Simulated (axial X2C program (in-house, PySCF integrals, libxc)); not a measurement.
Results of a calculation; reference values are marked as such.
WC: input and output

Program: an in-house all-electron X2C program for linear molecules (integrals from PySCF).

Input:
```json
{
 "zs": [
  74,
  6
 ],
 "q": 0,
 "bas": [
  "dyall-cv3z",
  "dyall-v3z"
 ],
 "levels": [
  "PBE0",
  "HF",
  "TPSSh"
 ],
 "cc": true,
 "r0": 1.87,
 "thr": -1.0,
 "nmax": 90,
 "npts": 10,
 "nst": 2,
 "ntry": 6
}
```
```bash
python so2c.py task.json out
```

Keys: zs atomic numbers; q charge; bas basis sets; levels methods; cc coupled cluster on or off; r0 starting distance in Å; thr threshold in hartree for freezing inner shells (an s shell follows its p shell); nmax most natural virtual spinors; npts points on the curve; nst determinants followed; ntry starts of the search. HF also brings MP2.

Output of the PBE0 step, 2c, at R = 1.699 Å for the state Ω = 1. It starts from the PBE0 orbitals of the search at 1.698 Å.

```
two-component X2C + atomic mean field  PBE0
basis functions 227  fitting functions 1148  grid points 5077
iter        total energy     max residual
   1     -16180.194845872     3.90e+00
   2     -16180.231597109     1.61e-03
   3     -16180.231599439     3.64e-04
   4     -16180.231599963     3.13e-04
   5     -16180.231599690     3.60e-04
   6     -16180.231601323     8.62e-05
   7     -16180.231601404     2.01e-05
   8     -16180.231601422     7.10e-06
   9     -16180.231601431     2.64e-06
  10     -16180.231601432     6.52e-07
converged
one-electron -22460.29988557  Coulomb 6489.56317995  exact exchange -82.09258980  xc functional -251.68380625  nuclear repulsion 138.28998331  atomic mean-field constant -14.00848307
```
Energies are in hartree; totals compare only within one Hamiltonian and basis. The determinant is spin-polarised beyond a pure state at some levels (its spin-free form has ⟨S²⟩ too high), which makes Re and μ there less reliable.
